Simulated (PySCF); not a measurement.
Si(CCH)(F)3, C2HF3Si, SMILES C(#C)[Si](F)(F)F, singlet (PBE0/def2-SVP optimised geometry):

```
7

C     -1.634    -2.243    -2.390
C     -1.198    -1.645    -1.426
Si    -0.553    -0.760     0.000
F     -1.044     0.760     0.000
F      1.044    -0.760     0.000
F     -1.043    -1.432     1.362
H     -2.021    -2.773    -3.244
```

Level of theory: PySCF with PBE0/def2-TZVP.

What are the frontier orbital energies and the dipole moment?

HOMO-2 -12.23 eV, HOMO-1 -9.33 eV, HOMO -9.33 eV, LUMO -0.99 eV, LUMO+1 -0.99 eV; dipole moment 2.73 D.

On the same geometry PBE/def2-TZVP in PySCF gives HOMO-2 -10.09 eV, HOMO-1 -8.04 eV, HOMO -8.04 eV, LUMO -1.95 eV, LUMO+1 -1.94 eV; dipole moment 2.57 D.

Meta-Löwdin charges at PBE0/def2-TZVP: C1 -0.08, C2 -0.35, Si3 1.69, F4 -0.48, F5 -0.48, F6 -0.48, H7 0.19.
